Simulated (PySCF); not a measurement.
## Diatomics of F with group 12

r²SCAN with double-zeta basis sets in PySCF, for the lowest determinant that a PBE0 search found; no spin–orbit coupling. De refers to high-spin ground-configuration atoms. A positive dipole means M(−)F(+).

```csv
M,basis,state (unpaired electrons),Re (Å),ωe (cm⁻¹),De (eV),μ (D)
Zn,x2c-SVPall,doublet (σ ↑),1.777,630,3.01,-2.85
Cd,def2-SVP,doublet (σ ↑),1.984,536,2.56,-2.99
Hg,def2-SVP,doublet (σ ↑),2.056,433,1.46,-2.56
```

The shortest bond is that of ZnF (1.777 Å), the longest that of HgF (2.056 Å). ZnF is bound most strongly (3.01 eV) and HgF least (1.46 eV).

The rows differ in basis set, which adds steps of its own.

Down a group the atoms grow and get heavier, so bonds lengthen and wavenumbers fall; this series shows no clear exception.

Spin–orbit coupling is left out, which matters for elements this heavy, above all for dissociation energies. States were picked by a PBE0 search and need not be the measured ground states.
